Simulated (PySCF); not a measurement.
## Steps of a relaxation of LaH3(NH3)

LaH3(NH3) (singlet). PySCF 2.14.0, RKS PBE0, La def2-SVP with ECP46, H def2-SVP, N def2-SVP; non-relativistic Hamiltonian with scalar-relativistic core potentials where named; density fitting; no spin-orbit coupling. Origin of the start: template. Columns: position (Å) and force (eV/Å). Energies are counted from the last step; some of the 5 steps are shown. Forces carry noise of the integration grid, about 0.01 to 0.03 eV/Å.

Run from Python with OMP_NUM_THREADS=2. Where DIIS fails, smearing, a level shift and second-order steps follow.
It took 30 s on 2 threads of Intel(R) Xeon(R) Processor @ 2.50GHz (Skylake/Cascade Lake), on a shared host, from the converged density of the start.

```xyz
8
step 0  E = 0.265 eV
La    0.1580   -0.1580    0.1580     0.95   -0.95    0.95
H     1.4859    1.1699    1.4859    -0.55   -0.39   -0.55
H    -1.1699   -1.4859    1.4859     0.39    0.55   -0.55
H     1.4859   -1.4859   -1.1699    -0.55    0.55    0.39
N    -1.3547    1.3547   -1.3547    -0.11    0.11   -0.11
H    -1.9678    1.9678   -0.8176    -0.10    0.10    0.06
H    -0.8176    1.9678   -1.9678     0.06    0.10   -0.10
H    -1.9678    0.8176   -1.9678    -0.10   -0.06   -0.10
```

```xyz
8
step 1  E = 0.130 eV
La    0.1762   -0.1762    0.1762     0.68   -0.68    0.68
H     1.4553    1.1616    1.4553    -0.39   -0.29   -0.39
H    -1.1616   -1.4553    1.4553     0.29    0.39   -0.39
H     1.4553   -1.4553   -1.1616    -0.39    0.39    0.29
N    -1.3467    1.3467   -1.3467    -0.13    0.13   -0.13
H    -1.9604    1.9604   -0.8060    -0.02    0.02   -0.01
H    -0.8060    1.9604   -1.9604    -0.01    0.02   -0.02
H    -1.9604    0.8060   -1.9604    -0.02    0.01   -0.02
```

```xyz
8
step 3  E = 0.004 eV
La    0.2200   -0.2200    0.2200     0.08   -0.08    0.08
H     1.3931    1.1416    1.3931     0.01    0.04    0.01
H    -1.1416   -1.3931    1.3931    -0.04   -0.01    0.01
H     1.3931   -1.3931   -1.1416     0.01   -0.01   -0.04
N    -1.3318    1.3318   -1.3318    -0.02    0.02   -0.02
H    -1.9450    1.9450   -0.7909    -0.01    0.01   -0.01
H    -0.7909    1.9450   -1.9450    -0.01    0.01   -0.01
H    -1.9450    0.7909   -1.9450    -0.01    0.01   -0.01
```

Question: Where does the relaxation end?

Answer: It converges at step 4 in C3v:
```xyz
8
step 4  E = 0
La    0.2385   -0.2385    0.2385
H     1.3879    1.1738    1.3879
H    -1.1738   -1.3879    1.3879
H     1.3879   -1.3879   -1.1738
N    -1.3247    1.3247   -1.3247
H    -1.9391    1.9391   -0.7857
H    -0.7857    1.9391   -1.9391
H    -1.9391    0.7857   -1.9391
```

Question: How did the contacts change?

Answer: 
```tsv
contact	start (Å)	end (Å)
La1–H2 (H)	2.300	2.153
La1–H3 (H)	2.300	2.153
La1–H4 (H)	2.300	2.153
La1–N5 (NH3)	2.620	2.708
```
